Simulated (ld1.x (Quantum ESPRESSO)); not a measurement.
**What one change does to a pseudopotential (tellurium (Te), TM)**

- Element: Te (Z = 52)
- Generator: ld1.x (Quantum ESPRESSO) 7.5
- Type: norm-conserving Troullier–Martins (Kleinman–Bylander form)
- Functional: BLYP
- Relativity: scalar-relativistic
- Frozen core: [Kr]
- Valence charge: 16
- Reference configuration: 4d10 5s1 5p5
- Partial waves: 5s (bound): rc 1.80 bohr; 4d (bound): rc 0.90 bohr; 5p (bound): rc 1.75 bohr
- Local potential: the p channel
- Core correction: a·sin(br)/r model core inside 0.70 bohr

Change: reference 4d10 5s2 5p2.

Cutoffs: the cutoffs (Ry, on a coarse ladder) from which the occupation-weighted sum of valence levels, in a spherical-Bessel basis at the reference potential, stays within 10 and 1 mRy of its value at 400 Ry; they do not see the model core or the augmentation charge, which bear on the density cutoff. Errors are all-electron minus pseudo energies relative to the spin-unpolarised reference configuration.

Task: What does the change do?

Result: The potential gets neither clearly harder nor softer (140 Ry and 160 Ry → 140 Ry and 160 Ry); both files keep a bound ghost (s); the range in which the d phases agree narrows (upper end -0.6 → -1.9).

| quantity | base | changed |
| --- | --- | --- |
| cutoff, loose | 140 Ry | 140 Ry |
| cutoff, tight | 160 Ry | 160 Ry |
| loose cutoff by channel (10 mRy a level) | s 18 Ry, d 100 Ry, p 25 Ry | s 21 Ry, d 100 Ry, p 25 Ry |
| bound ghosts | s | s |
| largest error over its own tests, meV | -519 | -631 |
| s: phases at 1.95 bohr within 0.05 rad from the reference energy up to (Ry; the scan ends near 5) | to the end of the scan | 5.0 |
| p: phases at 1.95 bohr within 0.05 rad from the reference energy up to (Ry; the scan ends near 5) | 2.2 | 1.5 |
| d: phases at 1.95 bohr within 0.05 rad from the reference energy up to (Ry; the scan ends near 5) | -0.6 | -1.9 |

 A true bound ghost makes a file unfit for plane-wave use even where its test errors are small: the radial tests pick states by their node count and pass the ghost by.
